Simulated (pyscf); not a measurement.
PySCF, gas phase, ωB97X-D3(BJ)/def2-SVP geometries.

Q: PBE/def2-TZVP puts the barrier of •H₂Si–SiH(Cl)–Cl (SMILES [SiH2][SiH](Cl)Cl) -> Cl–SiH•–SiH₂–Cl (SMILES Cl[SiH][SiH2]Cl) (group migration; doublet surface; Cl–Si broken, Cl–Si formed) at 27.7 kcal/mol and the reaction energy at +0.8 kcal/mol, from the reactant's lowest minimum found. What do PBE0-D3(BJ)/def2-TZVP, M06-2X/def2-TZVP, ωB97M-D3(BJ)/def2-TZVP give on the same structures?

A: PBE0-D3(BJ): ΔE‡ = 32.6 kcal/mol, ΔE = +1.5 kcal/mol; M06-2X: ΔE‡ = 33.2 kcal/mol, ΔE = +1.4 kcal/mol; ωB97M-D3(BJ): ΔE‡ = 33.0 kcal/mol, ΔE = +1.5 kcal/mol. PBE's barrier lies under all of them, by 4.9 to 5.5 kcal/mol. Its reaction energy lies under all of them, by 0.6 to 0.7 kcal/mol. Low barriers are usual for a GGA, whose delocalisation error favours stretched bonds. One saddle was located; it need not be the lowest between these sides.
